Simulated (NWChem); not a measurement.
# C$_{5}$H$_{6}$; SMILES C=CC=C=C

```xyz
11

C      0.2128     2.5033     0.0000
C     -0.1562     1.2509     0.0000
C     -0.5250    -0.0135     0.0000
C      0.4032    -1.1442     0.0000
C      0.0179    -2.4280     0.0000
H      0.3743     3.0529     0.9267
H      0.3743     3.0529    -0.9267
H     -1.5908    -0.2488     0.0000
H      1.4631    -0.8959     0.0000
H     -1.0330    -2.7088     0.0000
H      0.7404    -3.2383     0.0000
```
Atoms are numbered in this order, from 1.

Program: NWChem. Geometry optimised at B3LYP/6-31G*; all other runs use it. Pople sets run with spherical d functions.

```
quantity                                                level  value
-----------------------------------------  ------------------  -----
vertical, lowest excitation, singlet (eV)  PBE/def2-SVPD, TDA   4.88
vertical ionisation energy, ΔSCF (eV)            PBE/def2-SVP   8.54
solvation free energy (kcal/mol) in water   B3LYP/6-31G*, SMD    1.0
isotropic polarisability (bohr³), static        PBE/def2-SVPD   72.1
dipole (D)                                       B3LYP/6-31G*   0.19
highest harmonic frequency (cm⁻¹)                B3LYP/6-31G*   3250
```
